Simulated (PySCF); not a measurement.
BiF$_{3}$, charge -1, doublet, at a GFN2-xTB geometry (such geometries of metal compounds can be far from the true shape) (a state made from the parent by changing its charge; the spin is typed, not shown lowest) (core potentials on Bi) (in this run its highest filled SCF level lies above zero, so its values depend strongly on the basis, on diffuse functions most of all); BLYP/def2-SVP (PySCF).

PySCF was given this input:
```python
from pyscf import gto, scf, dft

mol = gto.M(
    atom='''
Bi   -0.00000000    0.00000000   -0.00000000
F    -1.82625889   -1.38897808   -0.00746710
F    -0.28966236    2.27575214    0.03981639
F     2.11592124   -0.88677405   -0.03234929
''',
    basis='def2-svp',
    ecp={'Bi': 'def2-svp'},
    charge=-1,
    spin=1,
    verbose=4,
)

mf = dft.UKS(mol)
mf.xc = 'blyp'
mf.init_guess = '1e'
mf.kernel()
```

Output, abridged:

```
PySCF version 2.14.0

[INPUT] verbose = 4
[INPUT] num. atoms = 4
[INPUT] num. electrons = 51
[INPUT] charge = -1
[INPUT] spin (= nelec alpha-beta = 2S) = 1
[INPUT] symmetry False subgroup None
[INPUT] Mole.unit = angstrom
[INPUT] Symbol           X                Y                Z      unit          X                Y                Z       unit  Magmom
[INPUT]  1 Bi     0.000000000000   0.000000000000   0.000000000000 AA    0.000000000000   0.000000000000   0.000000000000 Bohr   0.0
[INPUT]  2 F     -1.826258890000  -1.388978080000  -0.007467100000 AA   -3.451129134652  -2.624788164224  -0.014110773945 Bohr   0.0
[INPUT]  3 F     -0.289662360000   2.275752140000   0.039816390000 AA   -0.547382528995   4.300548271993   0.075242072369 Bohr   0.0
[INPUT]  4 F      2.115921240000  -0.886774050000  -0.032349290000 AA    3.998511644750  -1.675760088871  -0.061131298424 Bohr   0.0

nuclear repulsion = 175.579835939372
number of shells = 28
number of NR pGTOs = 133
number of NR cGTOs = 68
basis = def2-svp
ecp = {'Bi': 'def2-svp'}

******** <class 'pyscf.dft.uks.UKS'> ********
method = UKS
initial guess = 1e
damping factor = 0
level_shift factor = 0
DIIS = <class 'pyscf.scf.diis.CDIIS'>
diis_start_cycle = 1
diis_space = 8
diis_damp = 0
SCF conv_tol = 1e-09
SCF conv_tol_grad = None
SCF max_cycles = 50
direct_scf = True
direct_scf_tol = 1e-13
number electrons alpha = 26  beta = 25
XC library pyscf.dft.libxc version 7.1.2
    S. Lehtola, C. Steigemann, M. J. T. Oliveira, and M. A. L. Marques,  SoftwareX 7, 1–5 (2018)
XC functionals = blyp
    A. D. Becke,  Phys. Rev. A 38, 3098 (1988)
    C. Lee, W. Yang, and R. G. Parr,  Phys. Rev. B 37, 785 (1988)
    B. Miehlich, A. Savin, H. Stoll, and H. Preuss,  Chem. Phys. Lett. 157, 200 (1989)
radial grids:
    Treutler-Ahlrichs [JCP 102, 346 (1995); DOI:10.1063/1.469408] (M4) radial grids

becke partition: Becke, JCP 88, 2547 (1988); DOI:10.1063/1.454033
pruning grids: <function nwchem_prune>
grids dens level: 3
symmetrized grids: False
atomic radii adjust function: <function treutler_atomic_radii_adjust>
small_rho_cutoff = 0
Set gradient conv threshold to 3.16228e-05
Initial guess from hcore.

tot grids = 66232
init E= -493.036849305473
cycle= 1 E= -475.533232942892  delta_E= 17.5  |g|=  6.1  |ddm|=   17

cycle= 2 E= -431.569384043347  delta_E=   44  |g|= 5.79  |ddm|= 22.4
cycle= 3 E= -496.16492361579  delta_E= -64.6  |g|= 4.55  |ddm|=   14
cycle= 4 E= -499.32300563815  delta_E= -3.16  |g|= 3.68  |ddm|= 7.05
cycle= 5 E= -503.057862988406  delta_E= -3.73  |g|= 3.68  |ddm|= 7.88
cycle= 6 E= -505.324050740884  delta_E= -2.27  |g|= 3.27  |ddm|=  4.8
cycle= 7 E= -513.105748592194  delta_E= -7.78  |g|= 1.42  |ddm|= 3.08
cycle= 8 E= -513.20698104687  delta_E= -0.101  |g|= 1.31  |ddm|= 0.972
cycle= 9 E= -513.446591650313  delta_E= -0.24  |g|= 1.07  |ddm|= 0.547
cycle= 10 E= -513.793147452933  delta_E= -0.347  |g|= 0.597  |ddm|= 0.763
cycle= 11 E= -513.920444052048  delta_E= -0.127  |g|= 0.282  |ddm|= 0.807
cycle= 12 E= -513.953941662343  delta_E= -0.0335  |g|= 0.124  |ddm|= 0.314
cycle= 13 E= -513.960006813631  delta_E= -0.00607  |g|= 0.0347  |ddm|= 0.106
cycle= 14 E= -513.960885324528  delta_E= -0.000879  |g|= 0.00702  |ddm|= 0.0671
cycle= 15 E= -513.960903469975  delta_E= -1.81e-05  |g|= 0.00249  |ddm|= 0.0071
cycle= 16 E= -513.960906672473  delta_E= -3.2e-06  |g|= 0.000867  |ddm|= 0.00322
cycle= 17 E= -513.960907012752  delta_E= -3.4e-07  |g|= 0.000227  |ddm|= 0.00105
cycle= 18 E= -513.9609070411  delta_E= -2.83e-08  |g|= 2.3e-05  |ddm|= 0.00027
cycle= 19 E= -513.960907041328  delta_E= -2.28e-10  |g|= 5.52e-06  |ddm|= 2.51e-05
Extra cycle  E= -513.960907041205  delta_E= 1.24e-10  |g|= 1.82e-05  |ddm|= 2.26e-05
converged SCF energy = -513.960907041205  <S^2> = 0.75079156  2S+1 = 2.0007914
```
